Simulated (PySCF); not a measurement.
**Electronic structure of S(2+) (sulfur, charge +2) at the UHF level**

Configuration: [Ne] 3s1 3p2 3d1, one real determinant (an excited configuration). All numbers are calculated (PySCF 2.14, the non-relativistic Hamiltonian (point nucleus), in aug-cc-pV(Q+d)Z (7s6p5d3f2g, 89 functions)).

| Quantity | Value |
| --- | --- |
| Total energy | -395.526455 hartree |
| One-electron energy | -532.5601 hartree |
| Hartree (Coulomb) energy | 161.4471 hartree |
| Exchange energy | -24.4134 hartree |
| Kinetic energy | 395.37788 hartree |
| ⟨S²⟩ | 6.0001 |
| ⟨L²⟩ | 7.995 |
| Sum of ⟨r⟩ | 11.05 bohr |
| Sum of ⟨r²⟩ | 17.72 bohr² |
| Traceless quadrupole moment −½Σ⟨3z² − r²⟩ along its main axis | -0.694 e·bohr² |
| Density at the nucleus (Gaussians lack the cusp) | 2640 bohr⁻³ |
| Spin density at the nucleus | 9.70 bohr⁻³ |
| Langevin diamagnetic susceptibility | -14.0 ×10⁻⁶ cm³/mol |

| shell | electrons | mean orbital energy (eV) | spread (eV) | rms radius, mean of both spins (bohr) |
| --- | --- | --- | --- | --- |
| 1s α | 1 | -2535.5 | 0 | 0.113 |
| 1s β | 1 | -2534.2 | 0 | 0.113 |
| 2s α | 1 | -275.26 | 0 | 0.518 |
| 2s β | 1 | -273.22 | 0 | 0.518 |
| 2p α | 3 | -212.35 | 0.723 | 0.490 |
| 2p β | 3 | -210.46 | 0.552 | 0.490 |
| 3s α | 1 | -52.064 | 0 | 1.67 |
| 3p α | 2 | -37.954 | 0 | 1.84 |
| 3d α | 1 | -19.342 | 0 | 2.48 |

⟨L²⟩ = 7.99 against 12 for a pure F term, so this real determinant mixes terms. The outer electron is Rydberg-like, and this basis confines it to a smaller radius and binds it less than a complete one would.

Spin-orbit constants ζ (cm⁻¹) from the X2C one-electron operator on these orbitals (non-relativistic here): bare nucleus, nucleus screened by l(l+1)(2l+1)/3 electrons, and screened by the Breit-Pauli mean field of the electrons.

```json
{"shell": "2p", "bare": "7407", "screened nucleus": "6481", "mean field": "6061"}
{"shell": "3p", "bare": "659.0", "screened nucleus": "576.6", "mean field": "533.7"}
{"shell": "3d", "bare": "32.66", "screened nucleus": "12.25", "mean field": "8.930"}
```

To first order the Landé constant is A = 45.96 cm⁻¹, so the lowest level has J = 1 and lies 0.0456 eV below the centre of the term. This holds in LS coupling only.
